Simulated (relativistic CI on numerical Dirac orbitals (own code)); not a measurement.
## Hf²⁺: 4f photoemission

Computed with this model: Dirac-Coulomb-Breit CI, separate exchange-only KLI orbitals for each configuration, a model potential for QED, valence Slater integrals scaled by 0.9, multiplet model of photoemission in the sudden approximation; configurations [Xe] 4f14 5d2 → [Xe] 4f13 5d2; 80 K; Lorentzian 0.25 eV and Gaussian 0.5 eV FWHM. Energies are those of the free ion, without screening or charge transfer. The energies are binding energies and can lie tens of eV above those of solids. S is read from ⟨S²⟩ = S(S + 1).

Field parameters in Wybourne normalisation: D3d B²₀ = −7Dσ, B⁴₀ = −14Dq − 21Dτ, B⁴₃ = −14√(10/7) Dq; D4h B²₀ = −7Ds, B⁴₀ = 21(Dq − Dt), B⁴₄ = 21√(5/14) Dq. The field is a parameter set, without covalency.

free ion: ground-state S = 0.98, centroid 37.36 eV. Peaks (eV, height): 36.4 (100), 38.1 (63), 39.7 (15).

D3d, 10Dq = 42650, Dσ = 130, Dτ = 320 cm⁻¹: ground-state S = 1.00, centroid 37.52 eV. Peaks (eV, height): 36.6 (100), 38.3 (64).

D4h, 10Dq = 37750, Ds = 2810, Dt = 160 cm⁻¹: ground-state S = 1.00, centroid 37.55 eV. Peaks (eV, height): 36.6 (100), 38.5 (69).

Strongest unbroadened transitions for free ion:

```
Energy (eV)  Relative strength
      36.20               44.5
      36.22               43.9
      36.27               32.9
      36.48              100.0
      36.54               41.3
      36.73               39.7
      36.85                6.4
      37.17                9.5
      37.48                7.6
      37.70                7.7
      37.92               13.8
      38.06               73.8
      38.18               45.3
      38.61                9.4
      38.74                8.8
      39.64                7.6
      39.74               15.8
      40.05               10.1
```
